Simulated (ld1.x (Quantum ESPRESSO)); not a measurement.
**Reading a pseudo-wave (Ru (Z = 44))**

Columns: radius, all-electron u(r) and pseudo u(r) of the 5p shell (level -6.12 eV) of ruthenium in the configuration [Kr] 4d7 5s0 5p0; PBE, scalar-relativistic, PAW scheme, ld1.x (Quantum ESPRESSO) 7.5.

```
r (bohr)  all-electron   pseudo
   0.138        0.0213  -0.0018
   0.275       -0.1383  -0.0073
   0.413       -0.0675  -0.0166
   0.550        0.0783  -0.0294
   0.688        0.1876  -0.0462
   0.825        0.2316  -0.0665
   0.963        0.2190  -0.0906
   1.100        0.1682  -0.1181
   1.238        0.0954  -0.1489
   1.375        0.0138  -0.1824
   1.513       -0.0695  -0.2185
   1.650       -0.1487  -0.2561
   1.788       -0.2222  -0.2950
   1.925       -0.2876  -0.3337
   2.062       -0.3450  -0.3717
   2.200       -0.3947  -0.4082
   2.338       -0.4365  -0.4422
   2.475       -0.4708  -0.4725
   2.613       -0.4984  -0.4987
   2.750       -0.5197  -0.5197
   2.888       -0.5356  -0.5356
   3.025       -0.5463  -0.5463
   3.162       -0.5526  -0.5526
   3.300       -0.5551  -0.5551
   3.438       -0.5540  -0.5540
   3.575       -0.5500  -0.5500
```

Q: How many radial nodes do the two functions have?

A: The all-electron 5p function has n − l − 1 = 3; the pseudo-wave has 0, since the states of the same l below it are removed with the core.

Q: At about which radius was the pseudo-wave matched?

A: 2.75 bohr, where the columns begin to agree (steps of 0.14 bohr).

Q: Is the pseudo-wave norm-conserving?

A: No, it belongs to a PAW set: the norm inside the radius is not constrained, and the difference is carried by the augmentation charge.
